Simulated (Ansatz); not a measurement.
Species: sum formula GeHF3, net charge 0, singlet state. 
Structure (B3LYP-D3(BJ)/def2-TZVP (Ansatz, a first-principles code) minimum search):
```xyz
5

F      1.5645    -0.4679     0.0623
Ge    -0.0710     0.0186     0.2590
F     -0.2362     1.5117    -0.5739
F     -1.0234    -1.1238    -0.6002
H     -0.4713     0.1236     1.7187
```
Charge 0, spin multiplicity 1.

Total electronic energies in hartree. Valence correlation only, unless marked. No spin-orbit coupling. Frozen are the shells of the preceding noble gas and the d and f shells that filled before the atom's block. Non-relativistic. CBS marks a two-point X^-3 extrapolation of the correlation energy; Hartree-Fock from the larger set (for Q and 5 zeta extrapolated as (X+1)exp(-9√X)). The bracket is a focal-point correction in the basis named.

```csv
level,program,energy (Eh)
"HF/CBS(cc-pVQZ,cc-pV5Z)",Ansatz,-2374.5863
RI-HF/cc-pVTZ,Ansatz,-2374.54353
RI-HF/cc-pVQZ,Ansatz,-2374.57780
r2SCANh-D4/def2-TZVPD,Ansatz + dftd4,-2377.23687
HSE06/def2-TZVPD,Ansatz,?
CAM-B3LYP-D3(BJ)/def2-TZVPD,Ansatz + dftd3,-2377.45189
wB97X-V/def2-TZVPD,Ansatz,-2377.09994
B2GP-PLYP-D4/def2-TZVPD,Ansatz + dftd4,-2376.64146
MP2/6-31G*,Ansatz,-2374.69554
MP2/cc-pVDZ,Ansatz,-2375.00974
MP2/aug-cc-pVTZ,Ansatz,-2375.45312
MP2/cc-pVQZ,Ansatz,-2375.53567
RI-MP2/aug-cc-pVQZ,Ansatz,-2375.54805
"RI-MP2/CBS(cc-pVTZ,cc-pVQZ)",Ansatz,-2375.5938
SCS-MP2/STO-3G,Ansatz,-2346.56535
SCS-MP2/6-31G,Ansatz,-2374.38374
SCS-MP2/6-31G*,Ansatz,-2374.67101
SCS-MP2/cc-pVTZ,Ansatz,-2375.39944
CCSD/STO-3G,Ansatz,-2346.58093
CCSD(T)/6-31G,Ansatz,-2374.40398
CCSD(T)/cc-pV5Z,Ansatz,-2375.59917
"RI-MP2/CBS(aug-cc-pVTZ,aug-cc-pVQZ)+[CCSD(T)-MP2]/aug-cc-pVQZ",Ansatz,-2375.6234
"CCSD(T)/CBS(cc-pVQZ,cc-pV5Z)",Ansatz,-2375.6318
```

Question: Fill in the missing entries.

Answer: 
- HSE06/def2-TZVPD, energy (Eh): -2376.83029
